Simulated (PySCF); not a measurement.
4,4-dichlorobut-1-yne (C4H4Cl2), SMILES C#CCC(Cl)Cl. Atoms are numbered in the order given.

```xyz
10

C     -2.0076    -0.0114     2.5013
C     -1.2822    -0.4611     1.6434
C     -0.3876    -0.9914     0.6188
C      0.5141     0.0790    -0.0001
Cl     1.6970    -0.7004    -1.1070
Cl    -0.4479     1.3212    -0.8615
H     -2.6576     0.3858     3.2579
H      0.2677    -1.7647     1.0534
H     -0.9603    -1.4725    -0.1911
H      1.0965     0.6075     0.7626
```
Charge 0, spin multiplicity 1.

The structure is a stationary point at B3LYP-D3(BJ)/def2-SVP. Other conformers were not sampled.

The numbers are results of SMD-B3LYP/def2-SVP in PySCF, not measurements.

Solvation free energies are E(SMD) − E(gas) at the gas-phase geometry, for 1 M in both phases. In vacuum the dipole moment is 1.52 D.

| solvent | ΔG(solv) (kcal/mol) | its non-electrostatic (CDS) part | dipole (D) |
|---|---|---|---|
| water | -2.0 | 3.8 | 1.97 |
| acetonitrile | -6.7 | -1.1 | 1.96 |
| chloroform | -6.4 | -2.4 | 1.83 |
